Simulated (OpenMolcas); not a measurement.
## neutral aluminium: effect of the basis set

```
Program             : OpenMolcas 26.06
Method              : RASSCF
Active space        : 3 electrons in 9 orbitals (RAS2 3s 3p; RAS3 3d, at most 2 electrons)
State averaging     : 2S+1 = 4 odd, 1 root (0 in the spin-orbit step); 2S+1 = 2 odd, 3 roots; 2S+1 = 4 even, 3 roots; 2S+1 = 2 even, 5 roots
Spin-orbit coupling : state interaction with AMFI integrals over the reference wave functions, term energies averaged over their components
```

A. ANO-RCC-VTZP [5s4p2d1f], DKH2, point nucleus; cost roughly 12 core-seconds
B. ANO-R2 [5s5p3d1f], X2C, finite nucleus; cost about 17 core-seconds
C. ANO-RCC-VQZP [6s5p3d2f1g], DKH2, point nucleus; cost roughly 11 core-seconds
D. ANO-RCC [9s9p5d3f2g], DKH2, point nucleus; cost of the order of 80 core-seconds

Energies in cm-1 above 3s2 3p 2P* 1/2, the measured ground level; measured values from NIST Handbook of Basic Atomic Spectroscopic Data.

```json
{"Level": "3s2 3p 2P* 1/2", "A": "0.0", "B": "0.0", "C": "0.0", "D": "0.0", "Measured": "0.0"}
{"Level": "3s2 3p 2P* 3/2", "A": "106", "B": "109", "C": "107", "D": "106", "Measured": "112"}
{"Level": "3s 3p2 4P 1/2", "A": "26192", "B": "26217", "C": "26180", "D": "26178", "Measured": "29020"}
{"Level": "3s 3p2 4P 3/2", "A": "26229", "B": "26255", "C": "26216", "D": "26215", "Measured": "29067"}
{"Level": "3s 3p2 4P 5/2", "A": "26291", "B": "26317", "C": "26278", "D": "26276", "Measured": "29143"}
{"Level": "3s 3p2 2D 3/2", "A": "38543", "B": "39425", "C": "37859", "D": "36102", "Measured": ""}
{"Level": "3s 3p2 2D 5/2", "A": "38546", "B": "39428", "C": "37862", "D": "36105", "Measured": ""}
```

Deviations, from unrounded energies. A percentage is the sum of absolute deviations over the sum of measured energies, with the sign that they share, or ± where signs differ.

```csv
Against measurement,Levels,A,B,C,D
mean absolute deviation (cm-1),4,2100,2100,2100,2100
fine structure of the ground term (%),1,-5.2,-3.1,-4.7,-5.1
other configurations (%),3,-9.8,-9.7,-9.8,-9.8
```

A, B, C, D lie about equally close to measurement. The largest miss of B in the table is 3s 3p2 4P 5/2, by -2800 cm-1. The ranking rests on the paired levels alone, and a cruder setting can come out closer through cancelling errors.

Among A to D the level of the table that moves most is 3s 3p2 2D 3/2, by 3300 cm-1 (lowest in D, highest in B).

Without dynamic correlation excited terms often stand tens of per cent too high (terms of higher spin than the ground term too low), and those without a measured partner can miss by more than the paired ones. Some terms mix strongly with configurations of 3d, whose occupation reaches 0.21 (3s 3p2 2D) (figures for A; the like holds for B, C, D). Active for correlation alone: 3d; no level in the range computed is led by a configuration that fills it, so any true level of that kind is missing (holds for A; B; C). Configurations are named by rounded mean occupations; where the s occupation lies near a half they are strongly mixed, a name can repeat and a true partner stay unpaired (holds for D). Some terms take much of their weight from 3d, a shell meant for correlation, so their names are nominal (holds for D). Computed and measured levels are paired by configuration, term and J; levels that our copy of the source lacks, or whose pairing is in doubt (as where it misses far off the trend of its configuration), stay unpaired and out of the deviations. Levels of configurations outside the active space are missing.

* marks odd parity.
